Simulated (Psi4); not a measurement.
C$_{2}$H$_{4}$, charge +1, doublet, at a GFN2-xTB geometry (a state made from the parent by changing its charge; the spin is typed, not shown lowest); HF/6-31G* (Psi4).

Psi4 was given this input:
```
memory 2 GB

molecule {
1 2
C    -0.01363228   -0.00641662    0.65335312
C     0.01363228    0.00641662   -0.65335312
H     0.20968731    0.85394969    1.29649447
H    -0.26322925   -0.87915153    1.26960612
H    -0.20979374    0.87921939   -1.27947513
H     0.26333568   -0.85401755   -1.28662546
}

set {
  basis 6-31g*
  reference uhf
}

energy('scf')
print_variables()
```

What does Psi4 print? Leave out banner, timings and long lists.


```
   => Loading Basis Set <=

    Name: 6-31G*
    Role: ORBITAL
    Keyword: BASIS

         ---------------------------------------------------------
                                   SCF
               by Justin Turney, Rob Parrish, Andy Simmonett
                          and Daniel G. A. Smith
                              UHF Reference
         ---------------------------------------------------------

  ==> Geometry <==

    Molecular point group: c1
    Full point group: C1

    Geometry (in Angstrom), charge = 1, multiplicity = 2:

       Center              X                  Y                   Z               Mass
    ------------   -----------------  -----------------  -----------------  -----------------
         C           -0.013632280000    -0.006416620000     0.653353120000    12.000000000000
         C            0.013632280000     0.006416620000    -0.653353120000    12.000000000000
         H            0.209687310000     0.853949690000     1.296494470000     1.007825032230
         H           -0.263229250000    -0.879151530000     1.269606120000     1.007825032230
         H           -0.209793740000     0.879219390000    -1.279475130000     1.007825032230
         H            0.263335680000    -0.854017550000    -1.286625460000     1.007825032230

  Running in c1 symmetry.

  Rotational constants: A =      5.18175  B =      0.98491  C =      0.84635 [cm^-1]
  Rotational constants: A = 155344.82826  B =  29526.93599  C =  25373.06088 [MHz]
  Nuclear repulsion =   33.435350279549169

  Charge       = 1
  Multiplicity = 2
  Electrons    = 15
  Nalpha       = 8
  Nbeta        = 7

  ==> Algorithm <==

  SCF Algorithm Type is DF.
  DIIS enabled.
  MOM disabled.
  Fractional occupation disabled.
  Guess Type is SAD.
  Energy threshold   = 1.00e-06
  Density threshold  = 1.00e-06
  Integral threshold = 1.00e-12

  ==> Primary Basis <==

  Basis Set: 6-31G*
    Blend: 6-31G*
    Number of shells: 20
    Number of basis functions: 38
    Number of Cartesian functions: 38
    Spherical Harmonics?: false
    Max angular momentum: 2

   => Loading Basis Set <=

    Name: (6-31G* AUX)
    Role: JKFIT
    Keyword: DF_BASIS_SCF

  ==> Integral Setup <==

  SCF_SUBTYPE=INCORE selected. In-core MEM_DF algorithm will be used.
  Using in-core AOs.

  ==> MemDFJK: Density-Fitted J/K Matrices <==

    J tasked:                   Yes
    K tasked:                   Yes
    wK tasked:                   No
    Algorithm:                 Core
    Schwarz Cutoff:           1E-12
    Mask sparsity (%):       0.0000
    Fitting Condition:        1E-10

   => Auxiliary Basis Set <=

  Basis Set: (6-31G* AUX)
    Blend: CC-PVDZ-JKFIT
    Number of shells: 84
    Number of basis functions: 262
    Number of Cartesian functions: 262
    Spherical Harmonics?: false
    Max angular momentum: 3

  Minimum eigenvalue in the overlap matrix is 7.2898361388E-03.
  Reciprocal condition number of the overlap matrix is 1.1804752892E-03.
    Using symmetric orthogonalization.

  ==> Pre-Iterations <==

  SCF Guess: Superposition of Atomic Densities via on-the-fly atomic UHF (no occupation information).

   -------------------------
    Irrep   Nso     Nmo
   -------------------------
     A         38      38
   -------------------------
    Total      38      38
   -------------------------

  ==> Iterations <==

                           Total Energy        Delta E     RMS |[F,P]|

   @DF-UHF iter SAD:   -77.31339663382586   -7.73134e+01   0.00000e+00
   @DF-UHF iter   1:   -77.63260496444384   -3.19208e-01   5.33131e-03 ADIIS/DIIS
   @DF-UHF iter   2:   -77.67912135031430   -4.65164e-02   1.87459e-03 ADIIS/DIIS
   @DF-UHF iter   3:   -77.69066486063622   -1.15435e-02   9.31977e-04 ADIIS/DIIS
   @DF-UHF iter   4:   -77.69522797745630   -4.56312e-03   5.33387e-04 ADIIS/DIIS
   @DF-UHF iter   5:   -77.69708324953774   -1.85527e-03   2.35927e-04 ADIIS/DIIS
   @DF-UHF iter   6:   -77.69740879525082   -3.25546e-04   6.58804e-05 DIIS
   @DF-UHF iter   7:   -77.69742492981047   -1.61346e-05   2.42346e-05 DIIS
   @DF-UHF iter   8:   -77.69742643689592   -1.50709e-06   4.62798e-06 DIIS
   @DF-UHF iter   9:   -77.69742649755730   -6.06614e-08   9.57860e-07 DIIS
  Energy and wave function converged.

  ==> Post-Iterations <==

   @Spin Contamination Metric:   1.050551416E-02
   @S^2 Expected:                7.500000000E-01
   @S^2 Observed:                7.605055142E-01
   @S   Expected:                5.000000000E-01
   @S   Observed:                5.000000000E-01

    Orbital Energies [Eh]
    ---------------------

    Alpha Occupied:

       1A    -11.581101     2A    -11.579093     3A     -1.400409
       4A     -1.112271     5A     -0.946777     6A     -0.931965
       7A     -0.818916     8A     -0.722051

    Alpha Virtual:

       9A     -0.172821    10A      0.026427    11A      0.033212
      12A      0.043687    13A      0.140393    14A      0.228067
      15A      0.359950    16A      0.445668    17A      0.471325
      18A      0.563695    19A      0.584804    20A      0.637021
      21A      0.798611    22A      0.822924    23A      0.915292
      24A      0.915916    25A      0.979046    26A      1.027040
      27A      1.493754    28A      1.503670    29A      1.626115
      30A      1.953491    31A      1.974007    32A      2.078331
      33A      2.162988    34A      2.417158    35A      2.760818
      36A      2.771267    37A      4.184255    38A      4.314647

    Beta Occupied:

       1A    -11.571209     2A    -11.569531     3A     -1.328645
       4A     -1.080536     5A     -0.921335     6A     -0.917749
       7A     -0.805281

    Beta Virtual:

       8A     -0.267858     9A     -0.073546    10A      0.034734
      11A      0.045859    12A      0.058286    13A      0.147238
      14A      0.236877    15A      0.375095    16A      0.488575
      17A      0.519401    18A      0.611135    19A      0.619102
      20A      0.665688    21A      0.804004    22A      0.834207
      23A      0.926088    24A      0.927919    25A      0.990172
      26A      1.042547    27A      1.542911    28A      1.560840
      29A      1.670325    30A      1.970125    31A      2.023940
      32A      2.087845    33A      2.195001    34A      2.443767
      35A      2.771023    36A      2.781614    37A      4.200426
      38A      4.328426

    Final Occupation by Irrep:
              A
    DOCC [     7 ]
    SOCC [     1 ]
    NA   [     8 ]
    NB   [     7 ]

  @DF-UHF Final Energy:   -77.69742649755730

   => Energetics <=

    Nuclear Repulsion Energy =             33.4353502795491693
    One-Electron Energy =                -164.9786467533076575
    Two-Electron Energy =                  53.8458699762011861
    Total Energy =                        -77.6974264975573021

  UHF NO Occupations:
  HONO-2 :    6  A 1.9993402
  HONO-1 :    7  A 1.9962462
  HONO-0 :    8  A 1.0000000
  LUNO+0 :    9  A 0.0037538
  LUNO+1 :   10  A 0.0006598
  LUNO+2 :   11  A 0.0006071
  LUNO+3 :   12  A 0.0001811

Computation Completed

Properties will be evaluated at   0.000000,   0.000000,   0.000000 [a0]

Properties computed using the SCF density matrix

 Multipole Moments:

 ------------------------------------------------------------------------------------
     Multipole            Electronic (a.u.)      Nuclear  (a.u.)        Total (a.u.)
 ------------------------------------------------------------------------------------

 L = 1.  Multiply by 2.5417464519 to convert [e a0] to [Debye]
 Dipole X            :          0.0000000           -0.0000000            0.0000000
 Dipole Y            :          0.0000000            0.0000000            0.0000000
 Dipole Z            :          0.0000000           -0.0000000            0.0000000
 Magnitude           :                                                    0.0000000

 ------------------------------------------------------------------------------------

  Variable Map:
  ----------------------------------------------------------------------------
  "CURRENT ENERGY"           =>     -77.697426497557
  "CURRENT REFERENCE ENERGY" =>     -77.697426497557
  "DD SOLVATION ENERGY"      =>       0.000000000000
  "HF KINETIC ENERGY"        =>      77.764117144772
  "HF POTENTIAL ENERGY"      =>    -155.461543642330
  "HF TOTAL ENERGY"          =>     -77.697426497557
  "HF VIRIAL RATIO"          =>       1.999142398195
  "NUCLEAR REPULSION ENERGY" =>      33.435350279549
  "ONE-ELECTRON ENERGY"      =>    -164.978646753308
  "PCM POLARIZATION ENERGY"  =>       0.000000000000
  "PE ENERGY"                =>       0.000000000000
  "SCF ITERATION ENERGY"     =>     -77.697426497557
  "SCF ITERATIONS"           =>       9.000000000000
  "SCF TOTAL ENERGY"         =>     -77.697426497557
  "TWO-ELECTRON ENERGY"      =>      53.845869976201

  Array Variable Map:
  ----------------------------------------------------------------------------
  "CURRENT DIPOLE"           =>       0.000000000073 ... 0.000000000634 1 by 3
  "SCF DIPOLE"               =>       0.000000000073 ... 0.000000000634 1 by 3
  "SCF TOTAL ENERGIES"       =>     -77.313396633826 ... -77.697426497557 1 by 10
```
